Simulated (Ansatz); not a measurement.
CH5BrGe, SMILES `[CH3][GeH2][Br]`, one more setting.

```yaml
crystal:
  periodic: [false, false, false]
  atoms:
    - {symbol: C, position_ang: [-0.773196, 0.986703, -0.448408]}
    - {symbol: Ge, position_ang: [0.558127, -0.953264, 0.144057]}
    - {symbol: Br, position_ang: [2.083536, -0.286240, 2.517967]}
    - {symbol: H, position_ang: [0.042723, 2.048627, -0.698307]}
    - {symbol: H, position_ang: [-1.612855, 1.301919, 0.577001]}
    - {symbol: H, position_ang: [-1.511523, 0.717853, -1.564301]}
    - {symbol: H, position_ang: [1.843471, -1.411217, -1.206155]}
    - {symbol: H, position_ang: [-0.515035, -2.475632, 0.608396]}
basis:
  gaussian: {orbitals: aug-cc-pVDZ}
hamiltonian: {xc: {name: r2SCAN}}
accuracy: high
output: {forces: true}
```

```sh
$ ansatz run in.yaml --threads 4 --pin off --events-out ev --progress --plain --max-ram 10444MiB
```

Shortened log:

```
Functional definition: r2SCAN
2845 factors; integrals over basis functions are off by at most 4.5e-9 eV
mean field evaluation 1: about -127669.5220 eV, gradient 4.7e1 eV
mean field evaluation 2: about -127650.4716 eV, gradient 7.6e1 eV
mean field evaluation 4: about -127675.6183 eV, gradient 6.0e0 eV
mean field evaluation 8: about -127675.7754 eV, gradient 2.4e-1 eV
mean field evaluation 16: about -127675.7757 eV, gradient 2.3e-5 eV
mean field -127675.77566039 eV, -4691.9982137703 hartree, gradient 3.6e-8 eV, S^2 0.000000; 0 other end points of the search recorded, 0 dependent functions left out
reference -127675.77566291 eV, -4691.9982138630 hartree; 39, 39 occupied and 101, 101 virtual orbitals, 2845 factors
Total energy: -127675.77566291 eV, -4691.9982138630 hartree
Atom 0 at    -0.773196     0.986703    -0.448408 Å, force    -1.026985     1.650867    -0.366385 eV/Å
Atom 1 at     0.558127    -0.953264     0.144057 Å, force    -0.142945    -0.033154    -0.205419 eV/Å
Atom 2 at     2.083536    -0.286240     2.517967 Å, force    -1.264246    -0.543291    -1.961871 eV/Å
Atom 3 at     0.042723     2.048627    -0.698307 Å, force    -2.532100    -3.521924     0.842488 eV/Å
Atom 4 at    -1.612855     1.301919     0.577001 Å, force     2.776827    -1.127447    -3.247074 eV/Å
Atom 5 at    -1.511523     0.717853    -1.564301 Å, force     2.421939     0.695139     3.551103 eV/Å
Atom 6 at     1.843471    -1.411217    -1.206155 Å, force    -1.816018     0.672773     2.001316 eV/Å
Atom 7 at    -0.515035    -2.475632     0.608396 Å, force     1.583528     2.207037    -0.614159 eV/Å
Dipole moment:    -0.544169     0.014978    -0.698487 e Å
```

Hardware: 4 threads of an Arm Neoverse V2 on a shared host. Wall time 13 s, peak host memory 0.58 GiB.
